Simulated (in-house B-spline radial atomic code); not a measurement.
# Ionising V⁸⁺ with different functionals

Computed with an all-electron radial atomic-structure program (B-spline basis): four-component Dirac-Coulomb Hamiltonian, Fermi nucleus of rms radius 3.6002 fm, spin-restricted, spherical fractional occupations for the functionals, and exact exchange of hybrids averaged over the configuration. The ionisation energy is the difference of two self-consistent energies, [Ne] 3s2 3p3 → [Ne] 3s2 3p2, without Breit or QED terms; ε is the level of the shell that loses the electron (mean over j). The electron is taken from both j subshells in proportion to 2j + 1, so the result is a j average, not the step between ground levels.

| method | rung | ΔSCF (eV) | -ε(3p) (eV) |
| --- | --- | --- | --- |
| BHandHLYP | global hybrid | 201.68 | 195.61 |
| HSE06 | range-separated hybrid | 201.78 | 191.98 |
| wB97X | range-separated hybrid | 201.78 | 194.86 |
| LC-wPBE | range-separated hybrid | 201.97 | 194.86 |

Among the functionals, which spreads more, the ΔSCF values or the orbital energies?

The orbital energies: ΔSCF values span about 0.29 eV and the orbital energies 3.63 eV; here energy differences depend much less on the functional than eigenvalues do.

How do they compare with the NIST value?

NIST lists 206.0 eV ± 0.4 (semi-empirical, ground level to ground level). Errors run from -4.32 to -4.03 eV. The correlated functionals all miss on the same side by more than they spread, so the cause is common to them (Breit-QED terms, spin polarisation, the choice among j levels, multiplet and fine-structure energies, or a listed next ion that isn't the cheapest removal here) and closeness doesn't rank the functionals.
